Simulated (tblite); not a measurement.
Species: C₂H₄Br₂Cl₂Si.
SMILES with atom numbers: `[Cl:1][CH2:2][Si@@:3]([Cl:4])([Br:5])[CH2:6][Br:7]` (hydrogens: H8, H9 on C2; H10, H11 on C6)

Computed with GFN2-xTB (tblite), gas phase: L-BFGS steps from a force-field or distance-geometry start until the largest atomic force falls under 0.01 eV/Å.

Step 22: E = -690.7688 eV
```
atom  x, y, z in Å  |  force x, y, z in eV/Å
Cl1     1.3026   -1.3869    1.6620    0.005   0.026  -0.026
C2      1.4818   -0.6078    0.0529    0.040  -0.002   0.043
Si3     0.1683    0.7644   -0.1113   -0.049  -0.018   0.001
Cl4     0.4261    2.2129    1.2607   -0.002  -0.033   0.018
Br5     0.3835    1.6305   -2.1468    0.015  -0.044  -0.014
C6     -1.6131    0.0753    0.0144   -0.033  -0.019  -0.019
Br7    -1.7218   -1.8453   -0.3852    0.015   0.082   0.000
H8      2.4916   -0.2015    0.0092    0.001  -0.036  -0.023
H9      1.3904   -1.3974   -0.6931   -0.020   0.069   0.026
H10    -2.0286    0.1987    1.0137    0.042  -0.016  -0.053
H11    -2.2754    0.5598   -0.7026   -0.013  -0.009   0.047
```

Step 23: E = -690.7697 eV
```
atom  x, y, z in Å  |  force x, y, z in eV/Å
Cl1     1.3097   -1.3874    1.6633   -0.003   0.030  -0.014
C2      1.4813   -0.6061    0.0555    0.045  -0.007   0.032
Si3     0.1680    0.7650   -0.1128   -0.067  -0.011   0.056
Cl4     0.4236    2.2106    1.2656   -0.004  -0.046  -0.014
Br5     0.3850    1.6220   -2.1502    0.018  -0.030  -0.023
C6     -1.6149    0.0778    0.0141   -0.017  -0.030  -0.026
Br7    -1.7227   -1.8424   -0.3906    0.014   0.083   0.001
H8      2.4908   -0.2018    0.0060    0.024  -0.010  -0.010
H9      1.3902   -1.3949   -0.6899   -0.038   0.038   0.000
H10    -2.0278    0.1970    1.0150    0.038  -0.009  -0.063
H11    -2.2779    0.5630   -0.7021   -0.011  -0.008   0.061
```

Step 24: E = -690.7708 eV
```
atom  x, y, z in Å  |  force x, y, z in eV/Å
Cl1     1.3230   -1.3879    1.6657   -0.011   0.030   0.008
C2      1.4823   -0.6046    0.0597    0.033   0.000   0.007
Si3     0.1661    0.7640   -0.1123   -0.055  -0.004   0.089
Cl4     0.4195    2.2081    1.2701   -0.006  -0.052  -0.037
Br5     0.3874    1.6092   -2.1535    0.019  -0.019  -0.023
C6     -1.6182    0.0803    0.0133    0.008  -0.030  -0.029
Br7    -1.7262   -1.8364   -0.3999    0.012   0.057  -0.005
H8      2.4907   -0.2009    0.0006    0.047   0.018   0.007
H9      1.3902   -1.3923   -0.6852   -0.054   0.001  -0.027
H10    -2.0284    0.1939    1.0154    0.026   0.000  -0.049
H11    -2.2811    0.5693   -0.6999   -0.019  -0.001   0.059
```

**Question.** Estimate the geometry and energy of step 25. (The exact step hangs on the optimiser's Hessian estimate; all steps are aligned on step 24, rigid shifts and turns removed.)

**Answer.** E = -690.7717 eV, largest force 0.077 eV/Å
```
atom  x, y, z in Å  |  force x, y, z in eV/Å
Cl1     1.3392   -1.3880    1.6690   -0.016   0.030   0.026
C2      1.4845   -0.6033    0.0640    0.013   0.009  -0.020
Si3     0.1632    0.7617   -0.1094   -0.018  -0.004   0.075
Cl4     0.4147    2.2057    1.2727   -0.006  -0.042  -0.037
Br5     0.3903    1.5953   -2.1559    0.017  -0.015  -0.008
C6     -1.6220    0.0822    0.0122    0.027  -0.020  -0.023
Br7    -1.7317   -1.8290   -0.4112    0.009   0.012  -0.016
H8      2.4917   -0.1988   -0.0053    0.052   0.034   0.020
H9      1.3900   -1.3906   -0.6803   -0.061  -0.020  -0.041
H10    -2.0301    0.1904    1.0147    0.012   0.007  -0.019
H11    -2.2843    0.5771   -0.6964   -0.029   0.010   0.042
```

The energy changes by -0.0009 eV. The first-order estimate −F·Δx gives -0.0013 eV and the mean of the old and new forces, exact on a quadratic surface, -0.0009 eV. The step makes an angle of 77° with the force vector and moves no atom by more than 0.017 Å.

The cost below is that of the whole relaxation. Time: 0.77 s. Hardware: one thread, Arm Neoverse V2 (aarch64), shared host.
